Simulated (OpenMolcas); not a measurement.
A run on Ni.

```yaml
Program: OpenMolcas
Method: "SS-CASPT2, IPEA 0.2 Eh, no level shift (closed shells correlated: none)"
Basis: ANO-RCC-VQZP [7s6p4d3f2g1h]
Scalar_Hamiltonian: DKH4, point nucleus
Active_space: 10 electrons in 6 orbitals (3d 4s)
State_averaging: 2S+1 = 3 even, 15 roots; 2S+1 = 1 even, 19 roots kept (CI in the orbitals of an earlier block)
Spin-orbit_coupling: RASSI with atomic mean-field integrals over the reference wave functions, term energies averaged over their components
```

First CASPT2 step and the start of its output:

```
&CASPT2
Multistate=15 1 2 3 4 5 6 7 8 9 10 11 12 13 14 15
NoMult
Frozen=3 6
IPEA=0.2
MaxIter=60
WThr=0.0 0.3 0.05
PrWF=0.5
NoMix
```

```
--- CASPT2 ---
Orbital specifications:
      -----------------------

      Symmetry species                           1   2
                                                ag  au
      Frozen orbitals                            3   6
      Inactive orbitals                          0   0
      Active orbitals                            6   0
      Secondary orbitals                        36  44
      Deleted orbitals                           0   0
      Number of basis functions                 45  50
Type of calculation                        SS-CASPT2
      Fock operator                              state-specific
      IPEA shift                                 0.20
      Real shift                                 0.00
      Imaginary shift                            0.00
      The input orbitals will be transformed to quasi-canonical
Reference energy:       -1519.1081305656
      E2 (Non-variational):      -0.3998027944
      E2 (Variational):          -0.3998028015
      Total energy:           -1519.5079333671
      Residual norm:              0.0000003184
      Reference weight:           0.90943
      Contributions to the CASPT2 correlation energy
      Active & Virtual Only:         -0.3998027944
      One Inactive Excited:           0.0000000000
      Two Inactive Excited:           0.0000000000
Reference energy:       -1519.1081305656
      E2 (Non-variational):      -0.4005567668
      E2 (Variational):          -0.4005567733
      Total energy:           -1519.5086873389
      Residual norm:              0.0000002992
      Reference weight:           0.90896
      Contributions to the CASPT2 correlation energy
      Active & Virtual Only:         -0.4005567668
      One Inactive Excited:           0.0000000000
...
```

Over all roots the printed reference weights run from 0.28 to 0.91, and roots that are degenerate in the reference spread by up to 1100 cm-1.

Q: Did the run give usable levels, and if not, why?

A: No. The equations converged, but the reference weight falls to 0.28 for at least one root against 0.91 for the best. A drop of that size marks an intruder state, so the energies of such roots and the levels built on them can't be trusted.
